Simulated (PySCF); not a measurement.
A structure optimised at PBE-D3(BJ)/def2-SVP, used in a PySCF frequency run:

```
C
O 1 1.4062
C 2 1.4049 1 113.04
H 3 1.1074 2 107.80 1 179.97
H 3 1.1181 4 108.52 2 -121.70
H 3 1.1187 4 108.52 5 -116.57
H 1 1.1190 2 111.20 3 57.11
H 1 1.1218 7 106.90 2 121.56
C 1 1.5227 7 108.43 8 117.07
F 9 1.3986 1 108.99 7 49.25
H 9 1.1156 10 107.14 1 115.70
C 9 1.5190 11 110.54 10 -118.50
H 12 1.1063 9 109.57 11 -178.17
H 12 1.1069 13 109.30 9 120.76
H 12 1.1084 13 108.48 14 118.26
```

Write its SMILES and formula.

COC[C@H](C)F, C4H9FO

What are its rotational constants (standard atomic weights)?

6.3888, 2.0597, 1.8354 GHz
